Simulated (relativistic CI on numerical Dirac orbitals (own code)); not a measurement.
## Cu³⁺: 3p photoemission

Computed with this model: Dirac-Coulomb-Breit CI, KLI orbitals optimised for each configuration, model QED (radiative potential, 1s self-energy scaled to tabulated hydrogen-like ionisation energies), valence Slater integrals scaled by 0.9, multiplet model of photoemission in the sudden approximation; configurations [Ar] 3d8 → [Ne] 3s2 3p5 3d8; 300 K; Lorentzian 0.56 eV and Gaussian 0.6 eV FWHM. Energies are those of the free ion, without screening or charge transfer. The energies are binding energies and can lie tens of eV above those of solids. S is read from ⟨S²⟩ = S(S + 1).

Field parameters in Wybourne normalisation: Oh B⁴₀ = 21Dq, B⁴₄ = √(5/14) B⁴₀. The field is a parameter set, without covalency.

Peaks in eV (height, largest 100): 126.5 (100), 127.5 (66), 129.7 (30), 133.5 (59), 134.5 (57), 138.2 (25), 141.7 (18), 142.6 (22), 146.2 (25), 148.2 (25), 149.9 (6).

(1) Which surroundings give this spectrum?
A. Oh, 10Dq = 11400 cm⁻¹
B. Oh, 10Dq = 25900 cm⁻¹
C. free ion
D. Oh, 10Dq = 18650 cm⁻¹

Answers

(1) A. Oh, 10Dq = 11400 cm⁻¹, where the ground state has S = 1.00.
